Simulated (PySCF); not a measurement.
**Electron correlation in V⁺ (vanadium, charge +1)**

[Ar] 3d3 4s1, high-spin 5F determinant (an excited configuration). All numbers are calculated (PySCF 2.14, the non-relativistic Hamiltonian (point nucleus), in def2-QZVPPD). Frozen: [Ar]; 4 electrons correlated.

```tsv
level	correlation energy (mhartree)
CCSD	-34.58
(T)	-0.37
CCSD(T)	-34.95
```

Diagnostics: T1 = 0.0074, D1 = 0.0147, largest double amplitude 0.016.

Cost of the coupled-cluster step: of the order of 19 core-seconds, for 4 correlated electrons.

Iterations:

```
CC2 = 0
CCSD nocc = (np.int64(4), np.int64(0)), nmo = (84, 84)
frozen orbitals [[0, 1, 2, 3, 4, 5, 6, 7, 8], [0, 1, 2, 3, 4, 5, 6, 7, 8]]
max_cycle = 100
direct = 0
conv_tol = 1e-08
conv_tol_normt = 1e-06
diis_space = 8
diis_start_cycle = 0
Init t2, MP2 energy = -0.0291632006822541
Init E_corr(UCCSD) = -0.0291632006823763
cycle = 1  E_corr(UCCSD) = -0.033343505901675  dE = -0.00418030522  norm(t1,t2) = 0.0199898
cycle = 2  E_corr(UCCSD) = -0.0341900192494347  dE = -0.000846513348  norm(t1,t2) = 0.0078102
cycle = 3  E_corr(UCCSD) = -0.0346044560324701  dE = -0.000414436783  norm(t1,t2) = 0.00360317
cycle = 4  E_corr(UCCSD) = -0.0345694570388896  dE = 3.49989936e-05  norm(t1,t2) = 0.000786944
cycle = 5  E_corr(UCCSD) = -0.0345845994675428  dE = -1.51424287e-05  norm(t1,t2) = 0.000282456
cycle = 6  E_corr(UCCSD) = -0.0345837946336742  dE = 8.04833869e-07  norm(t1,t2) = 5.75615e-05
cycle = 7  E_corr(UCCSD) = -0.0345839095933255  dE = -1.14959651e-07  norm(t1,t2) = 1.94421e-05
cycle = 8  E_corr(UCCSD) = -0.0345838016326974  dE = 1.07960628e-07  norm(t1,t2) = 5.78302e-06
cycle = 9  E_corr(UCCSD) = -0.0345838022913792  dE = -6.58681776e-10  norm(t1,t2) = 1.37646e-06
cycle = 10  E_corr(UCCSD) = -0.0345838065753951  dE = -4.284016e-09  norm(t1,t2) = 4.67953e-07
UCCSD converged
E(UCCSD) = -942.7181965612361  E_corr = -0.03458380657539515
UCCSD(T) correction = -0.000374581509737858
```
